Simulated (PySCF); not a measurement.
## Basis-set dependence of population analyses: `CC#C[Si@@H](O)C#N`

Compound: C₄H₅NOSi.
Geometry (PBE0-D3(BJ)/def2-SVP, Å), atoms numbered from 1 in this order:
```xyz
12
C4H5NOSi angstrom
C      2.7338    0.2748   -0.2078
C      1.3057    0.0386   -0.2675
C      0.1026   -0.1549   -0.3186
Si    -1.6887   -0.4248   -0.4185
O     -2.2184   -1.6809    0.5128
C     -2.4838    1.1603    0.1694
N     -2.9861    2.1363    0.5439
H      2.9457    1.3374   -0.0126
H      3.1959   -0.3190    0.5959
H      3.2169   -0.0021   -1.1576
H     -2.1579   -0.6852   -1.7956
H     -1.9287   -1.7106    1.4298
```

PBE0 throughout (PySCF), one geometry, spherical d and f functions. One conformer (not necessarily the lowest) at the PBE0-D3(BJ)/def2-SVP geometry, without solvent, vibrations or thermal averaging. The first 7 of 10 kinds of atom are listed.

Mulliken charges (e):

```csv
basis,functions,C1,C2,C3,Si4,O5,C6,N7
STO-3G,44,-0.254,-0.031,-0.273,+0.874,-0.425,-0.144,-0.199
6-31G,77,-0.552,+0.037,-0.385,+1.064,-0.778,-0.101,-0.286
pcSseg-0,77,-0.597,-0.248,-0.472,+1.588,-0.813,-0.273,-0.387
6-31G*,112,-0.659,+0.364,-0.442,+0.649,-0.713,-0.008,-0.270
cc-pVDZ,127,-0.019,+0.054,-0.408,+0.590,-0.336,-0.179,-0.115
def2-SVP,127,+0.005,+0.002,-0.426,+0.730,-0.387,-0.265,-0.068
aug-cc-pVDZ,210,+0.318,-0.086,-0.142,+0.622,-0.764,-0.044,-0.348
"6-311+G(2d,p)",227,-0.900,+0.881,-0.724,+0.998,-0.623,-0.214,-0.227
def2-TZVP,253,-0.471,-0.044,-0.100,+0.546,-0.509,-0.230,-0.034
cc-pVTZ,284,-0.310,+0.013,-0.199,+0.531,-0.341,-0.210,-0.063
IGLO-III,304,-0.307,-0.098,-0.233,+0.988,-0.625,-0.006,-0.309
pcSseg-2,329,-0.018,+0.187,-0.501,+0.829,-0.505,-0.187,-0.136
```

IAO charges (e):

```csv
basis,functions,C1,C2,C3,Si4,O5,C6,N7
STO-3G,44,-0.419,+0.003,-0.340,+1.024,-0.566,-0.196,-0.149
6-31G,77,-0.456,+0.053,-0.394,+1.017,-0.733,-0.168,-0.175
pcSseg-0,77,-0.447,+0.048,-0.402,+1.054,-0.721,-0.176,-0.178
6-31G*,112,-0.437,+0.051,-0.423,+1.143,-0.759,-0.185,-0.186
cc-pVDZ,127,-0.437,+0.046,-0.418,+1.131,-0.756,-0.186,-0.181
def2-SVP,127,-0.429,+0.050,-0.418,+1.139,-0.754,-0.188,-0.179
aug-cc-pVDZ,210,-0.445,+0.047,-0.422,+1.141,-0.777,-0.175,-0.194
"6-311+G(2d,p)",227,-0.448,+0.049,-0.433,+1.173,-0.786,-0.183,-0.195
def2-TZVP,253,-0.447,+0.049,-0.435,+1.185,-0.787,-0.187,-0.193
cc-pVTZ,284,-0.448,+0.048,-0.431,+1.171,-0.783,-0.185,-0.190
IGLO-III,304,-0.449,+0.049,-0.434,+1.182,-0.789,-0.184,-0.195
pcSseg-2,329,-0.448,+0.050,-0.435,+1.182,-0.788,-0.185,-0.194
```

Q: Which scheme is steadiest as the basis changes?

A: Largest range over the bases for any column: IAO 0.22 e, Mulliken 1.22 e. IAO charges move least and Mulliken charges most, counted in e. Without the minimal STO-3G basis the ranges are IAO 0.17, Mulliken 1.22 e.

Q: How much do the charges still move between the two largest bases, IGLO-III and pcSseg-2?

A: At most, over all atoms: Mulliken 0.289 e, IAO 0.002 e.

Q: What do the same runs give for the total energy, the frontier levels and the dipole moment?

A: 
| basis | energy (Eh) | HOMO (eV) | LUMO (eV) | μ (D) |
| --- | --- | --- | --- | --- |
| STO-3G | -567.4169 | -5.46 | 3.44 | 3.60 |
| 6-31G | -574.2762 | -8.23 | -0.94 | 5.01 |
| pcSseg-0 | -573.4396 | -8.51 | -1.09 | 5.01 |
| 6-31G* | -574.4052 | -8.08 | -0.91 | 4.89 |
| cc-pVDZ | -574.4412 | -8.15 | -0.94 | 4.77 |
| def2-SVP | -574.1272 | -8.25 | -1.00 | 4.83 |
| aug-cc-pVDZ | -574.4646 | -8.31 | -1.28 | 4.95 |
| 6-311+G(2d,p) | -574.5328 | -8.36 | -1.33 | 5.02 |
| def2-TZVP | -574.5614 | -8.33 | -1.24 | 4.98 |
| cc-pVTZ | -574.5513 | -8.29 | -1.16 | 4.91 |
| IGLO-III | -574.5660 | -8.34 | -1.27 | 5.00 |
| pcSseg-2 | -574.5675 | -8.35 | -1.28 | 5.01 |

The dipole is fixed by the density alone, so its range of 1.42 D shows that the density itself changes with the basis, not only its division among atoms.
